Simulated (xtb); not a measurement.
Mo(NH)(S)(Cl)(SH) (ClH2MoNS2), SMILES [NH]=[Mo](=[S])([SH])[Cl], multiplicity 1. All values are semi-empirical tight-binding results from xtb (GFN2-xTB unless named), good for trends rather than for accurate numbers. Geometry optimised at GFN2-xTB. The spin state was assumed, not searched. The structure was generated by enumeration; whether it is a known compound was not checked. Other conformers were not sampled.

For metal compounds this method's bond lengths and energies can be far off.

```json
{
  "orbital_gap": "1.99 eV",
  "zero_point_energy": "15.1 kcal/mol",
  "G − E(el) at 298.15 K (modified RRHO)": "-6.5 kcal/mol"
}
```
